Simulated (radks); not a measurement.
The numbers below are computed, except where a source is named.
Q: Mean orbital radii <r> (bohr) of neutral erbium, [Xe] 4f12 6s2, of relativity; Dirac values are averaged over j with weights 2j + 1. Spin-unpolarised spherical Kohn-Sham, BLYP, point nucleus unless stated (finite: rms radius 5.2516 fm), a radial shooting solver on a logarithmic mesh with Libxc functionals. A level marked "c x" has the speed of light scaled by that factor and shares open shells by 2j + 1; other Dirac levels either fill j = l - 1/2 first or share by 2j + 1.

| shell | non-rel. |
|---|---|
| 3s | 0.2425 |
| 3p | 0.2323 |
| 3d | 0.2050 |
| 4s | 0.5459 |
| 4p | 0.5571 |
| 4d | 0.5858 |
| 5s | 1.362 |
| 5p | 1.553 |
| 4f | 0.7858 |
| 6s | 4.295 |
| 5d (empty) | 3.220 |
| 6p (empty) | 6.021 |

Give the values at the level "Dirac, c x 100".

A: 
shell       Dirac, c x 100  change of magnitude (%)
3s                  0.2425                    0.00
3p                  0.2323                    0.00
3d                  0.2050                    0.00
4s                  0.5459                    0.00
4p                  0.5571                    0.00
4d                  0.5858                    0.00
5s                   1.362                    0.00
5p                   1.553                    0.00
4f                  0.7858                    0.00
6s                   4.295                    0.00
5d (empty)           3.220                    0.00
6p (empty)           6.021                    0.00
